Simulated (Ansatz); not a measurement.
The same molecule with X = O, S, Se. Ansatz, PBE0-D4/def2-TZVP geometries, multiplicity 1.

Scalar relativity is left out up to krypton.

| X | molecule | mean X–Al bond length / Å | mean X–H bond length / Å | LUMO energy (PBE0/def2-TZVPP) / eV | LUMO energy (PBE/def2-TZVPP) / eV | zero-point energy (PBE0-D4/def2-TZVP) / kJ/mol |
| --- | --- | --- | --- | --- | --- | --- |
| O | `[OH][AlH2]` | 1.696 | 0.956 | -0.96 | -1.73 | 70.0 |
| S | `[AlH2][SH]` | 2.181 | 1.344 | -1.41 | -2.16 | 59.5 |

(1) Give the row for X = Se, `[AlH2][SeH]`. (Estimate.)

Results:

(1) Computed: 
```
 X       molecule  mean X–Al bond length / Å  mean X–H bond length / Å  LUMO energy (PBE0/def2-TZVPP) / eV  LUMO energy (PBE/def2-TZVPP) / eV  zero-point energy (PBE0-D4/def2-TZVP) / kJ/mol
Se  `[AlH2][SeH]`                      2.314                     1.469                               -1.50                              -2.23                                            56.4
```

From O to Se the mean X–Al bond length rises at each step, by 0.618 Å in all; the mean X–H bond length rises at each step, by 0.513 Å in all; the LUMO energy (PBE0/def2-TZVPP) falls at each step, by 0.54 eV in all; the LUMO energy (PBE/def2-TZVPP) falls at each step, by 0.50 eV in all; the zero-point energy (PBE0-D4/def2-TZVP) falls at each step, by 13.6 kJ/mol in all. Bonds lengthen as the atom grows down the group.
